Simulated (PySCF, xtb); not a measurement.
C4H3BrClF, SMILES C=C(F)/C(Br)=C/Cl.

GFN2-xTB (xtb 6.7.1) at its own geometry gives an orbital gap of 3.11 eV and a dipole moment of 1.60 D.

Coordinates come from a B3LYP-D3(BJ)/def2-SVP optimisation. The structure was generated by enumeration; whether it is a known compound was not checked. Other conformers were not sampled.

Q: What does PBE/def2-TZVP (PySCF) give? (Estimate from the structure and the level; the computed values follow.)

A: gap 3.57 eV (levels -6.06 and -2.49 eV), dipole 0.70 D.
